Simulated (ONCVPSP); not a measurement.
Pb, ONCV: configuration errors across variants

lead, optimised norm-conserving Vanderbilt (ONCV), made with ONCVPSP 4.0.1 (LDA (Perdew-Wang 92), scalar-relativistic). Core [Xe] 4f14 5d10, reference 6s2 6p1 (charge +1). Waves: 6s: rc 1.75 bohr, ncon 5, nbas 9, qcut 2.9 1/bohr, 2 projectors, debl 1.4 Ha; 6p: rc 2.15 bohr, ncon 5, nbas 10, qcut 3.4 1/bohr, 2 projectors, debl 2.6 Ha. Local part: polynomial inside 1.10 bohr (lpopt 5, dvloc0 0 Ha). Core correction: none.

All-electron excitation energies from the reference (eV): (1) 6s2 6p2 -6.827; (2) 6s2 6p0 13.756; (3) 6s1 6p0 46.631; (4) 6s1 6p2 9.602.

3 further variants failed, have other tests or another functional or relativity, and are left out.

A true bound ghost makes a file unfit for plane-wave use even where its test errors are small: the radial tests pick states by their node count and pass the ghost by.

Errors AE − PS in meV (a dash: test not solved or not reliable):

| change | (1) | (2) | (3) | (4) | bound ghosts | GHOST(+) flags above zero |
| --- | --- | --- | --- | --- | --- | --- |
| base | +16 | +31 | +232 | +24 | s, p | s |
| p: rc 2.4 | +16 | +32 | +234 | +23 | s, p | s |
| s: nproj 3 | +16 | +31 | +232 | +24 | s, p | s |
| p: qcut 3 | +16 | +31 | +231 | +24 | s, p | s |
| p: rc 1.96 | – | +30 | +226 | +26 | s, p | s, p |

Problem. Give the same row for: s: nproj 0; local potential the s channel.

Solution. +17, +33, +241, +24; bound ghosts: none; GHOST(+) flags above zero: p.
